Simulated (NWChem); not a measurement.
System meant: PbNH$_{3}$O, singlet; SMILES [OH][Pb][NH2]

NWChem input:

```
start job
memory heap 200 mb stack 900 mb global 1100 mb
geometry units angstroms noautoz
  Pb     0.284837    -0.022597     0.000000
  O     -1.052902    -1.655884     0.000000
  H     -1.980321    -1.389869     0.000000
  N     -1.239749     1.480539     0.000000
  H     -2.241894     1.310334     0.000000
  H     -1.054434     2.479550     0.000000
end
basis spherical
  * library def2-svp
end
ecp
  Pb library def2-ecp
end
dft
  xc pbe0
  iterations 4
  mulliken
end
task dft energy
```

End of the output:

```
    Atom       Charge   Shell Charges
 -----------   ------   -------------------------------------------------------
    1 Pb  22    21.51   1.48  0.48  1.05  0.76  3.08  2.71  1.07  0.63  9.32  0.93
    2 O    8     8.35   1.97  0.91  0.66  2.66  2.13  0.01
    3 H    1     0.95   0.57  0.19  0.19
    4 N    7     7.30   1.97  0.73  0.48  2.20  1.90  0.02
    5 H    1     0.95   0.60  0.22  0.13
    6 H    1     0.95   0.60  0.22  0.13

 center of mass
 --------------
 x =   0.13457598 y =  -0.02790197 z =   0.00000000

 moments of inertia (a.u.)
 ------------------
         301.226720915379           0.000000000000           0.000000000000
           0.000000000000         230.563604867144           0.000000000000
           0.000000000000           0.000000000000         531.790325782523

     Multipole analysis of the density
     ---------------------------------

     L   x y z        total         alpha         beta         nuclear
     -   - - -        -----         -----         ----         -------
     0   0 0 0     -0.000000    -20.000000    -20.000000     40.000000

     1   1 0 0      0.156602     15.639557     15.639557    -31.122511
     1   0 1 0      0.917872     -0.539181     -0.539181      1.996234
     1   0 0 1      0.000000      0.000000      0.000000      0.000000

     2   2 0 0    -26.203378    -69.459928    -69.459928    112.716479
     2   1 1 0     -1.497450      1.358983      1.358983     -4.215416
     2   1 0 1     -0.000000     -0.000000     -0.000000      0.000000
     2   0 2 0    -31.583810   -100.231850   -100.231850    168.879890
     2   0 1 1     -0.000000     -0.000000     -0.000000      0.000000
     2   0 0 2    -28.961131    -14.480565    -14.480565      0.000000

 ------------------------------------------------------------------------
 dft energy failed                                                                                  0
 ------------------------------------------------------------------------
 ------------------------------------------------------------------------
  current input line :
    22: task dft energy
 ------------------------------------------------------------------------
 ------------------------------------------------------------------------
 This type of error is most commonly associated with calculations not reaching convergence criteria
 ------------------------------------------------------------------------
 For more information see the NWChem manual at https://nwchemgit.github.io

0:dft energy failed:Received an Error in Communication
```

Question: Find the fault in this run and fix the input.

Answer: The run did not converge; its last values are not results. Cause: the SCF was allowed too few iterations. This input runs:
```
start job
memory heap 200 mb stack 900 mb global 1100 mb
geometry units angstroms noautoz
  Pb     0.284837    -0.022597     0.000000
  O     -1.052902    -1.655884     0.000000
  H     -1.980321    -1.389869     0.000000
  N     -1.239749     1.480539     0.000000
  H     -2.241894     1.310334     0.000000
  H     -1.054434     2.479550     0.000000
end
basis spherical
  * library def2-svp
end
ecp
  Pb library def2-ecp
end
dft
  xc pbe0
  iterations 150
  mulliken
end
task dft energy
```
It converges to -324.41550 Ha (PBE0/def2-SVP with def2 effective core potentials on Pb).
